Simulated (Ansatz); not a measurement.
Consider the cleavage of the B–Si bond: `B[SiH2]F` + `OC[SiH](F)F` → `BOC[SiH](F)F` + `F[SiH3]`.

Gas-phase electronic energies from Ansatz, PBE0-D4/def2-TZVP geometries. CCSD(T)/CBS is the MP2 limit (def2-TZVPP, def2-QZVPP) plus CCSD(T) − MP2 in def2-TZVPP, frozen cores. This one scheme is used for every species. DFT in def2-TZVPP. B3LYP here is the variant with VWN-RPA as its local correlation; programs differ in this. One conformer a species, not always the lowest.

`B[SiH2]F`:

Z-matrix (Å, degrees):
```
Si
F 1 1.607
B 1 2.000 2 113.6
H 1 1.490 2 107.3 3 -121.7
H 1 1.490 2 107.3 3 121.8
H 3 1.197 1 118.1 2 179.8
H 3 1.194 1 124.1 2 -0.2
```

`OC[SiH](F)F`:

Cartesian coordinates in Å:
```
O 1.710 0.309 0.217
C 0.365 0.545 0.605
Si -0.842 -0.538 -0.319
F -0.677 -2.062 0.091
F -0.457 -0.432 -1.862
H 1.779 0.412 -0.736
H 0.083 1.603 0.488
H 0.303 0.332 1.677
H -2.265 -0.170 -0.162
```

`BOC[SiH](F)F`:

```xyz
11

B     1.073    0.436   -1.759
O     0.010   -0.133   -1.167
C     0.088   -0.724    0.125
Si   -1.009    0.229    1.302
F    -0.827   -0.391    2.753
F    -2.530    0.049    0.895
H     2.140    0.440   -1.205
H     0.890    0.920   -2.837
H     1.122   -0.734    0.491
H    -0.249   -1.763    0.053
H    -0.707    1.672    1.348
```

`F[SiH3]`:

Z-matrix (Å, degrees):
```
Si
F 1 1.600
H 1 1.482 2 108.3
H 1 1.482 2 108.3 3 -120.0
H 1 1.482 2 108.3 3 120.0
```

```json
{"level": "PBE-D4", "ΔE (kJ/mol)": "-166.0", "difference from CCSD(T)/CBS": "9.6"}
{"level": "r2SCAN-D4", "ΔE (kJ/mol)": "-173.0", "difference from CCSD(T)/CBS": "2.6"}
{"level": "PBE0-D4", "ΔE (kJ/mol)": "-167.1", "difference from CCSD(T)/CBS": "8.5"}
{"level": "B3LYP-D4", "ΔE (kJ/mol)": "-178.7", "difference from CCSD(T)/CBS": "-3.1"}
{"level": "ωB97X-V", "ΔE (kJ/mol)": "-172.6", "difference from CCSD(T)/CBS": "3.0"}
{"level": "ωB97M-V", "ΔE (kJ/mol)": "-178.2", "difference from CCSD(T)/CBS": "-2.6"}
{"level": "B2PLYP", "ΔE (kJ/mol)": "-181.8", "difference from CCSD(T)/CBS": "-6.2"}
{"level": "PBE", "ΔE (kJ/mol)": "-165.3", "difference from CCSD(T)/CBS": "10.3"}
{"level": "r2SCAN", "ΔE (kJ/mol)": "-172.6", "difference from CCSD(T)/CBS": "3.0"}
{"level": "PBE0", "ΔE (kJ/mol)": "-166.4", "difference from CCSD(T)/CBS": "9.2"}
{"level": "B3LYP", "ΔE (kJ/mol)": "-177.7", "difference from CCSD(T)/CBS": "-2.1"}
{"level": "HF/def2-TZVPP", "ΔE (kJ/mol)": "-181.3", "difference from CCSD(T)/CBS": "-5.7"}
{"level": "MP2/def2-TZVPP", "ΔE (kJ/mol)": "-185.5", "difference from CCSD(T)/CBS": "-9.9"}
{"level": "SCS-MP2/def2-TZVPP", "ΔE (kJ/mol)": "-184.7", "difference from CCSD(T)/CBS": "-9.1"}
{"level": "CCSD/def2-TZVPP", "ΔE (kJ/mol)": "-176.8", "difference from CCSD(T)/CBS": "-1.2"}
{"level": "CCSD(T)/def2-TZVPP", "ΔE (kJ/mol)": "-178.4", "difference from CCSD(T)/CBS": "-2.8"}
{"level": "HF/def2-QZVPP", "ΔE (kJ/mol)": "-182.5", "difference from CCSD(T)/CBS": "-6.9"}
{"level": "MP2/def2-QZVPP", "ΔE (kJ/mol)": "-184.3", "difference from CCSD(T)/CBS": "-8.7"}
{"level": "SCS-MP2/def2-QZVPP", "ΔE (kJ/mol)": "-183.5", "difference from CCSD(T)/CBS": "-7.9"}
{"level": "HF/CBS(def2)", "ΔE (kJ/mol)": "-182.6", "difference from CCSD(T)/CBS": "-7.0"}
{"level": "MP2/CBS(def2)", "ΔE (kJ/mol)": "-182.7", "difference from CCSD(T)/CBS": "-7.1"}
{"level": "CCSD/CBS(def2)", "ΔE (kJ/mol)": "-174.1", "difference from CCSD(T)/CBS": "1.5"}
{"level": "CCSD(T)/CBS", "ΔE (kJ/mol)": "-175.6", "difference from CCSD(T)/CBS": "0"}
```

Largest T1 diagnostic among the species: 0.013.
